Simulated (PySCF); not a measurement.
A run for PySCF: R-MP2/6-31G* on HBr (SMILES Br) with ghost functions, monomers drawn apart or pushed together.

```python
from pyscf import gto, scf, dft, mp
from pyscf.data.elements import chemcore

mol = gto.M(
    atom='''
    Br   -0.60941552   -1.15564798   -0.02079492
    H    -0.15485613   -0.42266917    1.13543890
    ghost-O    0.67503565    1.02104073    4.08537104
    ghost-Si    0.17011848    0.65503818    5.63007973
    ghost-H    1.35975641    1.68310897    3.95862226
    ghost-H    1.29883716    0.14770785    6.44357382
    ghost-H   -0.85952236   -0.38462297    5.45821196
    ghost-H   -0.39687876    1.85256965    6.29158468
    ''',
    basis='6-31g*',
    cart=True,
    charge=0, spin=0, verbose=3, max_memory=1800)
mf = scf.RHF(mol)
mf.conv_tol = 1e-8
mf.max_cycle = 100
mf.kernel()
if not mf.converged:
    mf = mf.newton().run(mf.mo_coeff, mf.mo_occ)
pt = mp.MP2(mf, frozen=chemcore(mol)).run()
```

It printed:

```
converged SCF energy = -2572.68396291408
E(RMP2) = -2572.94892086089  E_corr = -0.264957946810431
E(SCS-RMP2) = -2572.92942801919  E_corr = -0.245465105114325
```

The run converged.

Cost: very roughly 2.4 core-seconds.
